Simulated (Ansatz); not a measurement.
```yaml
crystal:
  periodic: [false, false, false]
  atoms:
    - {symbol: C, position_ang: [0.927819, 0.289551, 2.511688]}
    - {symbol: C, position_ang: [1.430821, -0.184747, -1.992538]}
    - {symbol: C, position_ang: [-1.049907, 1.492459, -0.195354]}
    - {symbol: C, position_ang: [-1.478035, -1.582480, -0.382783]}
    - {symbol: O, position_ang: [-0.018896, -0.426187, 1.753019]}
    - {symbol: O, position_ang: [1.159971, -0.334284, -0.624335]}
    - {symbol: Si, position_ang: [-0.326308, -0.208251, 0.135209]}
    - {symbol: H, position_ang: [1.928256, 0.265665, 2.044022]}
    - {symbol: H, position_ang: [1.000447, -0.168226, 3.511226]}
    - {symbol: H, position_ang: [0.635437, 1.348940, 2.644652]}
    - {symbol: H, position_ang: [0.928755, -0.958536, -2.605345]}
    - {symbol: H, position_ang: [2.516363, -0.281071, -2.157454]}
    - {symbol: H, position_ang: [1.118938, 0.805122, -2.379189]}
    - {symbol: H, position_ang: [-1.270759, 1.638938, -1.265919]}
    - {symbol: H, position_ang: [-0.351433, 2.288149, 0.111539]}
    - {symbol: H, position_ang: [-1.991223, 1.633071, 0.360578]}
    - {symbol: H, position_ang: [-2.425090, -1.534944, 0.178575]}
    - {symbol: H, position_ang: [-1.015930, -2.563741, -0.190840]}
    - {symbol: H, position_ang: [-1.719235, -1.519428, -1.456740]}
basis:
  gaussian: {orbitals: "6-31++G**"}
hamiltonian: {xc: {name: HF}}
correlation: {active_space: {window: {electrons: 6, orbitals: 2}}}
scf: {omitted_lower_state_checks: [starts]}
output: {forces: true}
```

```sh
$ ansatz run in.yaml --threads 4 --pin off --events-out ev --progress --plain --max-ram 4787MiB
```

Output, abridged:

```
Functional definition: HF
1883 factors; integrals over basis functions are off by at most 1.3e-3 eV
mean field evaluation 1: about -16244.5369 eV, gradient 5.3e1 eV
mean field evaluation 2: about -16244.6407 eV, gradient 5.3e1 eV
mean field evaluation 4: about -16251.0619 eV, gradient 5.7e0 eV
mean field evaluation 8: about -16251.1519 eV, gradient 2.3e-1 eV
mean field -16251.15215247 eV, -597.2188261769 hartree, gradient 3.5e-6 eV, S^2 0.000000; 0 other end points of the search recorded, 0 dependent functions left out
reference -16251.15215247 eV, -597.2188261769 hartree; 33, 33 occupied and 176, 176 virtual orbitals, 1883 factors
Error: 6 electrons in 2 orbitals form no window around the highest filled level of the reference
```

(1) What is wrong with this run?

## Answers

(1) The active space doesn't fit the electrons. The run stopped with an error.
